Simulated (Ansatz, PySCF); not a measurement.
Ga(F) cation (FGa), SMILES [F][Ga] (connectivity only; charge and spin as stated), charge +1, multiplicity 2. Atoms are numbered in the order given.

```xyz
2

Ga     0.0000     0.0000    -0.3410
F      0.0000     0.0000     1.3651
```
Charge +1, spin multiplicity 2.

Coordinates come from a PBE0-D3(BJ)/def2-TZVPD optimisation. The spin state was assumed, not searched.

Two levels are set side by side: PBE-D3(BJ)/def2-TZVPD (Ansatz, a quantum-chemistry and plane-wave program) and PBE0-D3(BJ)/def2-TZVPD (Ansatz). Each level has its own optimised geometry; the coordinates shown are those of the second. Frequencies come from the Hessian of PySCF at each geometry. Differences are taken from unrounded values.

| quantity | PBE0-D3(BJ) | PBE-D3(BJ) | PBE-D3(BJ) minus PBE0-D3(BJ) |
|---|---|---|---|
| bond Ga1–F2 (Å) | 1.706 | 1.734 | 0.027 |
| highest harmonic wavenumber (cm⁻¹) | 717 | 662 | -54 |
| mean harmonic wavenumber (cm⁻¹) | 717 | 662 | -54 |
| zero-point energy (kcal/mol) | 1.02 | 0.95 | -0.08 |
